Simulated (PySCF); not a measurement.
C4H7ClSi, SMILES CC([SiH3])=C=CCl. Atoms are numbered in the order given.

```xyz
13

C     -1.2155     1.9363    -0.9184
C     -0.9267     0.6343    -0.1987
Si    -2.2741    -0.6914    -0.1250
C      0.2230     0.3713     0.3779
C      1.3568     0.0740     0.9608
Cl     2.6746    -0.7312     0.1226
H     -1.4753     1.7437    -1.9730
H     -0.3526     2.6170    -0.8905
H     -2.0808     2.4471    -0.4635
H     -2.6607    -1.0831    -1.5133
H     -3.4850    -0.1309     0.5464
H     -1.7799    -1.8772     0.6231
H      1.5769     0.2979     2.0078
```

Geometry optimised at B3LYP-D3(BJ)/def2-SVP. This is a generated structure with no PubChem entry under its InChIKey; it may be hypothetical.

These are SMD-B3LYP/def2-SVP run with PySCF values and carry that method's errors.

Solvation free energies are E(SMD) − E(gas) at the gas-phase geometry, for 1 M in both phases. In vacuum the dipole moment is 1.77 D.

Computed solvation free energies in water, benzene, acetonitrile:
| solvent | ΔG(solv) (kcal/mol) | its non-electrostatic (CDS) part | dipole (D) |
|---|---|---|---|
| water | 2.0 | 4.6 | 2.46 |
| benzene | -3.4 | -2.2 | 2.08 |
| acetonitrile | -3.1 | -0.6 | 2.44 |
